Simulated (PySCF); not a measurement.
## RuSe: one state, many levels of theory

State: ⁵Δ (quintet), unpaired electrons σ ↑, π ↑↑, δ ↑. Set-up: PySCF, scalar-relativistic core potentials, basis sets Ru def2-TZVPP with ECP28, Se def2-TZVPP. De refers to Ru (4d7 5s1) + Se in their high-spin ground configurations, without counterpoise correction. The functionals are run spin-unrestricted. A positive dipole means Ru(−)Se(+). Levels whose curve was spin-contaminated or gave no clean fit are not listed.

```
       Level  Re (Å)  ωe (cm⁻¹)  De (eV)  μ (D)  CPU s a point (SCF and correlation, without the integrals)
    ROHF-MP2   2.125        425      n/a    n/a                                                         5.8
ROHF-SCS-MP2   2.148        402      n/a    n/a                                                         n/a
         PBE   2.222        345     4.22  -3.27                                                         3.4
        BP86   2.224        344     4.18  -3.24                                                         2.6
      r²SCAN   2.208        357     3.97  -3.72                                                         5.3
       M06-L   2.234        343     3.67  -3.95                                                         5.9
        PBE0   2.207        358     3.55  -4.09                                                         4.6
     r²SCAN0   2.200        364     3.39  -4.35                                                         5.1
        MN15   2.188        369     3.77  -3.65                                                           5
     LC-ωPBE   2.185        381     3.16  -4.84                                                         4.5
```

Question: What does a quarter of exact exchange do here, going from PBE to PBE0?

Answer: PBE0 less PBE: -1.5 pm in Re, +3.8 % in ωe, -0.67 eV in De. Exact exchange removes part of the self-interaction that spreads semilocal densities, and in most molecules shortens and stiffens the bond and lowers De; so it does here.

Question: What does the step from GGA to meta-GGA do here, going from PBE to r²SCAN?

Answer: r²SCAN less PBE: -1.4 pm in Re, +3.5 % in ωe, -0.25 eV in De. 

Correlated steps freeze 9 core orbitals. The metal atom is held in its measured ground configuration; semilocal functionals can put another filling of s and d lower by some tenths of an eV, and De to that atom would be smaller. These are scalar-relativistic numbers at best; spin–orbit coupling would shift them, the dissociation energy most. The state is the lowest single determinant that the PBE0 search found; with open d or f shells the true ground state can be another one.

The whole job (state search and all levels along the bond) took about 7.4 min on 2 threads of Arm Neoverse V2 (shared host), peak memory 3.3 GiB.
